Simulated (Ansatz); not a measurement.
Basis sets compared for BiMe2Br (C2H6BiBr). Charge 0, multiplicity 1. Geometry PBE0-D4/def2-SVP. Ansatz on 4 threads of Arm Neoverse V2 on a shared host; times are rough, and most runs start from earlier orbitals.

```
atom   x (Å)   y (Å)   z (Å)
 Bi1  -1.270  -0.161  -0.576
  C2   0.775  -0.983  -1.099
  H3   1.523  -0.206  -0.891
  H4   0.802  -1.253  -2.164
  H5   0.970  -1.873  -0.481
  C6  -0.581   0.494   1.481
  H7  -1.349   1.133   1.938
  H8   0.356   1.056   1.370
  H9  -0.416  -0.398   2.103
Br10  -0.811   2.192  -1.680
```

In the def2 sets Bi takes a core potential; there is no spin–orbit coupling.

Binding counts from free atoms (Bi quartet, C triplet, H doublet, Br doublet) in the same basis, without a counterpoise term.

```json
{"level": "PBE-D4/def2-SVP", "functions": "116", "energy (Eh)": "-2867.8050", "HOMO (eV)": "-5.85", "LUMO (eV)": "-2.17", "binding per atom (eV)": "3.46", "wall time": "0.95 s"}
{"level": "PBE0-D4/def2-SVP", "functions": "116", "energy (Eh)": "-2867.8854", "HOMO (eV)": "-6.98", "LUMO (eV)": "-1.47", "binding per atom (eV)": "3.40", "wall time": "1.5 s"}
```

(1) Estimate the rows for PBE-D4/def2-TZVP (with forces), PBE0-D4/def2-TZVP.

## Answers

(1) 
```tsv
level	functions	energy (Eh)	HOMO (eV)	LUMO (eV)	binding per atom (eV)	wall time
PBE-D4/def2-TZVP (with forces)	196	-2868.2239	-6.03	-2.32	3.47	2.2 s
PBE0-D4/def2-TZVP	196	-2868.2992	-7.09	-1.59	3.41	2.6 s
```
